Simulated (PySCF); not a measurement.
Computed IR spectrum (relative IR intensity) of a molecule C₇H₅NOS. Geometry optimised at PBE-D3(BJ)/def2-SVP. The values are those of a single conformer. Computed with PySCF 2.14.0 with PBE-D3(BJ)/def2-SVP. Frequencies are harmonic and unscaled.

| ν (cm⁻¹) | relative intensity |
|---|---|
| 67 | 2.0 |
| 119 | 6.2 |
| 124 | 3.8 |
| 507 | 5.3 |
| 593 | 6.4 |
| 620 | 27 |
| 631 | 5.4 |
| 682 | 35 |
| 703 | 22 |
| 718 | 100 |
| 746 | 4.5 |
| 805 | 31 |
| 861 | 66 |
| 869 | 5.3 |
| 871 | 12 |
| 876 | 42 |
| 985 | 18 |
| 1002 | 94 |
| 1035 | 19 |
| 1095 | 34 |
| 1138 | 34 |
| 1174 | 6.0 |
| 1212 | 6.8 |
| 1283 | 36 |
| 1323 | 30 |
| 1389 | 3.5 |
| 1517 | 89 |
| 1606 | 32 |
| 3141 | 18 |
| 3190 | 3.9 |
| 3196 | 4.9 |
| 3211 | 3.1 |

### Question
Which structure fits?
A) C#Cc1cnc(C(C)=O)s1
B) c1coc(-c2nccs2)c1
C) c1coc(-c2cncs2)c1
D) CC(=O)c1cc(C#N)cs1

### Answer
B, c1coc(-c2nccs2)c1
